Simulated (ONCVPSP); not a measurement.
**C ONCV: all-electron and pseudo phase curves**

| Quantity | Value |
| --- | --- |
| Element | C (Z = 6) |
| Generator | ONCVPSP 4.0.1 |
| Type | optimised norm-conserving Vanderbilt (ONCV) |
| Functional | PBEsol |
| Relativity | scalar-relativistic |
| Frozen core | [He] |
| Valence charge | 4 |
| Reference configuration | 2s2 2p1 (charge +1) |
| Partial waves | 2s: rc 0.90 bohr, ncon 5, nbas 10, qcut 6.4 1/bohr, 2 projectors, debl 1.8 Ha; 2p: rc 1.50 bohr, ncon 3, nbas 6, qcut 11.1 1/bohr, 2 projectors, debl 1.4 Ha; d scattering state at 0.31 Ha: rc 1.10 bohr, ncon 4, nbas 8, qcut 9.2 1/bohr, 1 projector |
| Local potential | polynomial inside 0.80 bohr (lpopt 5, dvloc0 0 Ha) |
| Core correction | none |

The phase is arctan(r·R′/R) of the radial function R(r), unwrapped; energies in Ha, scanned from -2 to 5 Ha. A pole is an energy at which the radial function vanishes at the test radius. The pseudo phase is shifted by a multiple of π to meet the all-electron one at the reference energy, and phase errors are pseudo minus all-electron; the curves can meet again beyond the range given. Levels narrower than the energy grid can be missing from the lists of poles.

```json
{"channel": "s", "radius (bohr)": "0.91", "reference energy (Ha)": "-0.94", "poles, all-electron": "none", "poles, pseudo": "none", "unbroken range about the reference energy with phases within 0.05 rad": "the whole range", "phase error 1 Ha above the reference energy (rad)": "-0.000"}
{"channel": "p", "radius (bohr)": "1.52", "reference energy (Ha)": "-0.62", "poles, all-electron": "0.56", "poles, pseudo": "0.56", "unbroken range about the reference energy with phases within 0.05 rad": "the whole range", "phase error 1 Ha above the reference energy (rad)": "+0.000"}
{"channel": "d", "radius (bohr)": "1.12", "reference energy (Ha)": "0.31", "poles, all-electron": "none", "poles, pseudo": "none", "unbroken range about the reference energy with phases within 0.05 rad": "the whole range", "phase error 1 Ha above the reference energy (rad)": "+0.000"}
```

Phases in the s channel:

```csv
E (Ha),all-electron,pseudo
-1.98,0.188,0.188
-1.80,0.109,0.108
-1.62,0.026,0.026
-1.44,-0.059,-0.059
-1.26,-0.145,-0.145
-1.08,-0.231,-0.231
-0.90,-0.316,-0.316
-0.72,-0.399,-0.399
-0.54,-0.478,-0.478
-0.36,-0.553,-0.553
-0.18,-0.623,-0.624
0.00,-0.689,-0.689
0.18,-0.751,-0.751
0.36,-0.807,-0.807
0.54,-0.860,-0.860
0.72,-0.908,-0.908
0.90,-0.952,-0.952
1.08,-0.993,-0.993
1.26,-1.030,-1.030
1.44,-1.065,-1.065
1.62,-1.097,-1.097
1.80,-1.127,-1.127
1.98,-1.154,-1.154
2.16,-1.180,-1.180
2.34,-1.203,-1.204
2.52,-1.225,-1.226
2.70,-1.246,-1.247
2.88,-1.265,-1.267
3.06,-1.284,-1.285
3.24,-1.301,-1.302
3.42,-1.317,-1.319
3.60,-1.332,-1.335
3.78,-1.346,-1.350
3.96,-1.360,-1.364
4.14,-1.373,-1.377
4.32,-1.385,-1.391
4.50,-1.397,-1.403
4.68,-1.408,-1.415
4.86,-1.419,-1.427
```
